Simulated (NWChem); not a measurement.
BeHSeF; SMILES [SeH][Be][F]

```xyz
4

Be    -0.0092     1.2346     0.0000
F     -0.0186     2.6097     0.0000
Se    -0.0365    -0.8110     0.0000
H      1.4463    -0.8504     0.0000
```
Atoms are numbered in this order, from 1.

Computed with NWChem. Pople sets run with spherical d functions. Coordinates come from a B3LYP/6-31G* (spherical d) optimisation. Ions are spin-unrestricted doublets at the neutral geometry; other ion states weren't tried. Functional: LC-ωPBE (HJS hole) with 6-31G*; the question gives the range parameter ω in 1/bohr.

Task: Predict the results for range parameter (1/bohr) 0.50. Quantities: vertical ionisation energy, ΔSCF (eV); −ε(HOMO) (eV).

Result: 
```json
{
 "vertical ionisation energy, ΔSCF (eV)": "9.86",
 "−ε(HOMO) (eV)": "10.28"
}
```
